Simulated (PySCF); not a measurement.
C3H9NSi2, SMILES N#C[C@@H]([SiH3])C[SiH3]. Atoms are numbered in the order given.

```xyz
15

N     -0.0614     2.1851    -1.3372
C      0.1492     1.1271    -0.9136
C      0.4439    -0.1806    -0.3510
Si     2.2996    -0.2565     0.1219
C     -0.4548    -0.5346     0.8515
Si    -2.3095    -0.6437     0.4656
H      0.3032    -0.9232    -1.1578
H      3.1482     0.0545    -1.0634
H      2.5540     0.7209     1.2190
H      2.5772    -1.6427     0.6035
H     -0.1409    -1.5111     1.2577
H     -0.3063     0.1977     1.6632
H     -2.5181    -1.6285    -0.6408
H     -3.0333    -1.1150     1.6847
H     -2.8455     0.6836     0.0473
```

Geometry optimised at PBE0-D3(BJ)/def2-SVP. The structure was generated by enumeration; whether it is a known compound was not checked. Other conformers were not sampled.

Calculation: PySCF with PBE0/pcSseg-1.

GIAO shieldings, no solvent; atoms listed in one row are averaged. δ = σ(ref) − σ: ¹⁵N against NH3 (σ = 267.4 ppm); ¹³C against TMS (σ = 186.3 ppm); ²⁹Si against TMS (σ = 352.7 ppm); ¹H against TMS (σ = 31.56 ppm), references at their B3LYP-D3(BJ)/def2-TZVP geometries, non-relativistic.

Computed chemical shifts:
```csv
nucleus,atoms,count,δ (ppm)
¹⁵N,N1,1,309.8
¹³C,C2,1,126.6
¹³C,C5,1,11.4
¹³C,C3,1,10.8
²⁹Si,Si4,1,-49.2
²⁹Si,Si6,1,-63.6
¹H,"H8, H9, H10",3,4.39
¹H,"H13, H14, H15",3,4.35
¹H,H7,1,1.92
¹H,H12,1,1.22
¹H,H11,1,1.00
```
